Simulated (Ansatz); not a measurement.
Basis-set extrapolation for `COC(=O)c1ccc(Cl)cc1` (PBE0-D4/def2-TZVP geometry, frozen core, the Gaussian-basis code of Ansatz). Multiplicity 1, RHF reference.

```json
{"": "HF", "def2-TZVPP": "-916.451530", "def2-QZVPP": "-916.483390"}
{"": "MP2 correlation", "def2-TZVPP": "-1.907169", "def2-QZVPP": "-2.043882"}
{"": "CCSD(T) correlation", "def2-TZVPP": "-2.041412", "def2-QZVPP": "not run"}
```

Energies in hartree. Use E(X) = E(∞) + A·exp(−7.88·√X) for Hartree–Fock and E(X) = E(∞) + B·X^(−2.97) for correlation, with X = 3 and 4, and add CCSD(T) minus MP2 of the smaller set to the MP2 limit.

What is the CCSD(T) energy at the basis-set limit?

HF limit: -916.483390 + (-0.031860) × 0.13774 = -916.48778. MP2 limit: -2.043882 + (-0.136713) × 0.74074 = -2.14515. Higher-order term: -2.041412 − (-1.907169) = -0.13424. Total: -918.76717 hartree, 720.0 kJ/mol below CCSD(T)/def2-TZVPP.
